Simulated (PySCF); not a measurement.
NMR problem set

[PySCF: σ from GIAO-PBE0/pcSseg-1; structure optimised with GFN2-xTB; relativity neglected; rapidly exchanging positions averaged; no solvent model; one conformer]

References, each an isolated molecule treated in the same way: ¹H (σref 31.72), ¹³C (σref 186.93) vs TMS. Splittings of carbon signals by F and P are missing where no couplings were computed. Where no couplings were computed, multiplicities follow the n + 1 count of equivalent neighbours, and m marks all less simple cases (inequivalent or close neighbours, rings, F or P nearby). Shifts are as computed. Against solution values, carbons near 30 ppm lie about +3 ppm off and those near 130 ppm about +5 ppm; carbons on Cl a further +6 ppm. Of 1211 compounds with measured shifts, 218 miss one by over three times the rms of a fit or turn the order of signals round; such compounds aren't used in these exercises. Carbons bonded to Cl come out too deshielded.

(1) C₄H₂F₂O₃. ¹H NMR (400 MHz, computed): δ 6.47 (m, 1H), 4.20 (m, 1H). ¹³C{¹H} NMR (computed): δ 164.7 (C), 117.2 (CH), 67.2 (CH). What is it?

(2) C₇H₃ClO₂. ¹H NMR (500 MHz, computed): δ 7.67 (m, 1H), 6.97 (m, 1H), 3.54 (s, 1H). ¹³C{¹H} NMR (computed): δ 162.1, 154.4, 153.9, 126.5, 125.9, 103.5, 78.4. Identify the compound.

## Answers

(1) SMILES C(C1C(=O)OC1=O)(F)F. The formula gives 3 degrees of unsaturation (1 ring in the answer). 3 carbon signals for 4 carbons: some carbons are equivalent by symmetry or fast rotation. Carbon types of the structure: 2 × C, 2 × CH, which accounts for all hydrogens. δC 164.7: anhydride carbonyl carbon; lone-pair donation from the attached heteroatom keeps it upfield of a ketone carbonyl. δC 117.2: sp3 CH bonded to 2 F; 2 electronegative neighbours deshield it. δC 67.2: sp3 CH α to a carbonyl. δH 6.47: hydrogen on an sp3 CH bonded to 2 F; its carbon carries F, which withdraws density.

This is the structure that produced the data.

(2) SMILES C#Cc1ccoc1C(=O)Cl. The formula gives 6 degrees of unsaturation (1 ring in the answer). 7 carbon signals for 7 carbons: no two carbons are equivalent. Carbon types of the structure: 4 × C, 3 × CH, which accounts for all hydrogens. δC 153.9: aromatic CH next to the ring oxygen. δC 126.5: substituted aromatic carbon. δC 103.5: terminal alkyne carbon; the triple bond shields along its axis, which puts it between sp3 and sp2 carbons. δC 78.4: alkyne carbon; sp carbons lie upfield of alkene carbons because the cylindrical π system leaves one tensor component strongly shielded.

The data come from this structure; uniqueness wasn't tested.
